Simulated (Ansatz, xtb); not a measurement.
# F2H3InSi: which of two isomers lies lower

Structure X: `F[SiH](F)[InH2]`, a singlet. Structure Y: `F[SiH2][InH][F]`, a singlet. Both are isolated molecules in the gas phase, relaxed with PBE0-D3(BJ)/def2-SVP; the shapes shown needn't be the lowest conformers.

X (Å):

```csv
atom,x (Å),y (Å),z (Å)
F,0.6422,1.4158,-0.8924
F,-1.7520,1.3526,0.1392
In,-0.7918,-1.7325,-1.1161
Si,-0.8660,0.8569,-1.1308
H,-1.3976,1.5824,-2.3204
H,-1.3553,-2.6536,-2.4718
H,-0.1654,-2.5381,0.2820
```

Y (Å):

```yaml
atoms:
  - { symbol: F, position_ang: [-0.0534, 1.4977, -0.9239] }
  - { symbol: F, position_ang: [2.4725, -2.8670, -0.3465] }
  - { symbol: In, position_ang: [2.1039, -0.9927, 0.1598] }
  - { symbol: Si, position_ang: [0.2473, -0.0480, -1.3576] }
  - { symbol: H, position_ang: [-1.0192, -0.8241, -1.2128] }
  - { symbol: H, position_ang: [0.6620, -0.0543, -2.7911] }
  - { symbol: H, position_ang: [3.1193, -0.5133, 1.4658] }
```

Quicker runs give these differences E(Y) − E(X): GFN2-xTB −9.8 kcal/mol; HF/STO-3G +7.6 kcal/mol (at GFN2-xTB geometries); r2SCAN-D4/def2-SVP +11.5 kcal/mol (at GFN2-xTB geometries).

**Question.** Which of the two would you expect CCSD(T)/def2-SVP + ΔMP2/def2-TZVPP electronic energies to favour?

**Answer.** Structure X; the calculation gives E(Y) − E(X) = +15.8 kcal/mol.

Level by level:

```csv
level,geometry,E(Y) − E(X) (kcal/mol),departure from the last row (kcal/mol),"job, with rough time for the two"
GFN2-xTB,GFN2-xTB,−9.8,−25.7,"optimisation, 1.8 s"
HF/STO-3G,GFN2-xTB,+7.6,−8.3,"single point, 3.8 s"
r2SCAN-D4/def2-SVP,GFN2-xTB,+11.5,−4.3,"single point, 11 s"
PBE0-D3(BJ)/def2-SVP,PBE0-D3(BJ)/def2-SVP,+13.4,−2.4,"optimisation, 6.2 min"
HF/def2-SVP,PBE0-D3(BJ)/def2-SVP,+14.0,−1.8,part of the CCSD(T) run
MP2/def2-SVP,PBE0-D3(BJ)/def2-SVP,+12.3,−3.5,part of the CCSD(T) run
CCSD(T)/def2-SVP,PBE0-D3(BJ)/def2-SVP,+12.5,−3.3,single point
CCSD(T)/def2-SVP + ΔMP2/def2-TZVPP,PBE0-D3(BJ)/def2-SVP,+15.8,,"single point, 78 s"
```

As drawn, Y has 1 F–In, 1 Si–H in place of 1 F–Si, 1 In–H.

GFN2-xTB puts the two in the other order. The largest departure from CCSD(T)/def2-SVP + ΔMP2/def2-TZVPP is that of GFN2-xTB, 25.7 kcal/mol. The last row adds to CCSD(T) the change of the MP2 difference between the two basis sets, here +3.3 kcal/mol, a large step that makes the value less sure.

With harmonic frequencies from PBE0-D3(BJ)/def2-SVP (ideal gas, rigid rotor, one conformer each, 298.15 K, 1 atm): on the last row, ΔE + ΔZPE = +16.6 kcal/mol. A mode under 50 cm⁻¹ makes harmonic enthalpies and free energies unreliable, so none is given.

The correlated steps freeze 11 core orbitals; the filled d shell of In is correlated, in a basis made for valence electrons. Atoms past krypton carry core potentials in the def2 sets, other sets are all-electron and non-relativistic, and no spin–orbit term is included. Codes used: Ansatz 0.2.0, xtb 6.7.1; the last row on 1 thread of AMD EPYC (Zen 3) on a shared host.
